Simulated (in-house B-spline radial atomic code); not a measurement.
# RPA and G0W0 on LDA exchange-only: Os³⁺

Configuration [Xe] 4f14 5d5, highest spin, mean-field start LDA exchange-only. Computed with an all-electron radial atomic-structure program (B-spline basis): all electrons, scalar-relativistic (spin-free one-electron X2C), finite nucleus, each spin shell either full or empty, empty states to l = 9 with an (l + 1/2)⁻⁴ tail; G0W0 by contour deformation at full frequency.

Without the two-electron picture change, the correlation of inner shells comes somewhat too large for so heavy an element.

Command:
```bash
python run_gw.py task.json out
```
Settings (radii: box in bohr, nucleus in fm):
```
Z                        76
electrons                73
configuration            [Xe] 4f14 5d5
hamiltonian              x2c
method                   lda,
lmax                     9
rms_radius               5.4126
spin_polarised           True
box_radius               14.14
intervals                68
```

Time taken, with all properties: 8.1 s on 1 thread of Arm Neoverse V1 (shared host).

Energies (hartree):

| term | value |
| --- | --- |
| mean-field total | -17235.09134 |
| Hartree-Fock functional on these orbitals | -17248.35016 |
| direct second order | -7.6378 |
| second-order exchange | 1.9061 |
| SOSEX correction | 1.7831 |

Task: What is the RPA correlation energy, and what remains with SOSEX?

Result: RPA gives -6.6113 hartree (-2.46 eV per electron); RPA + SOSEX gives -4.8282, and the second-order doubles -5.7317 hartree (no singles). SOSEX takes back 27 % of the RPA value.

Quasi-particle levels (eV):

```csv
level,occupied,mean field,Σx - vxc,Σc,QP weight,G0W0
5d up,yes,-35.43,-7.99,?,?,?
5p down,yes,-77.87,-11.11,1.11,0.867,-87.86
6s up,no,-30.92,5.37,-1.95,0.953,-27.500
```

G0W0 = mean field + (Σx - vxc) + Σc, with Σc (partial-wave tail included) taken at the quasi-particle energy. Only the outer levels were computed. Levels of low weight are left out.

Task: Where does G0W0 put 5d up?

Result: At -43.61 eV, with Σc = -0.20 eV and a quasi-particle weight of 0.892. The tabulated removal energy is 41 ± 1.7 eV (NIST, tabulated theory); the calculation leaves out spin-orbit coupling, Breit and QED terms, and what these don't explain is the method's own error.
